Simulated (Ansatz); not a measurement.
Born–Oppenheimer molecular dynamics of CH$_{4}$BFO (8 atoms, charge 0, multiplicity 1). It starts from a relaxed structure.

The calculation used RKS PBE0-D4/6-31G* in Ansatz 0.2.0.

```json
{
 "ensemble": "NVT, Langevin thermostat",
 "time step": "1 fs",
 "steps asked": "250",
 "set temperature": "1000 K",
 "friction": "0.05 /fs",
 "temperature schedule": "62 steps to 1000 K, then 188 steps to 250 K",
 "seed": "904540"
}
```

First frame:

```xyz
8
Properties=species:S:1:pos:R:3
B 0.159 -0.118 0.102
C -0.016 0.016 1.650
H -0.923 -0.505 1.982
H 0.837 -0.386 2.202
H -0.149 1.068 1.932
O 1.272 -0.669 -0.443
H 1.221 -0.675 -1.408
F -0.802 0.317 -0.730
```

(1) How far do the bonds stretch over the last three quarters of this one trajectory? (Pairs bonded in most of those frames.)

Results:

(1) 
| bond | mean (Å) | spread (Å) | shortest | longest |
| --- | --- | --- | --- | --- |
| B1–C2 | 1.577 | 0.055 | 1.48 | 1.76 |
| B1–O6 | 1.356 | 0.037 | 1.28 | 1.46 |
| B1–F8 | 1.345 | 0.033 | 1.28 | 1.41 |
| C2–H3 | 1.101 | 0.032 | 1.03 | 1.18 |
| C2–H4 | 1.100 | 0.040 | 0.99 | 1.26 |
| C2–H5 | 1.101 | 0.035 | 1.02 | 1.18 |
| O6–H7 | 0.973 | 0.034 | 0.90 | 1.05 |

Mean temperature of the second half: 498 K. The schedule's set-point averaged 499 K over the second half and the system 498 K. A run of 0.25 ps of so small a system gives no equilibrium averages.

Time of the run: 13 min on 1 thread of Arm Neoverse N1, on a shared host, peak memory 0.12 GiB.
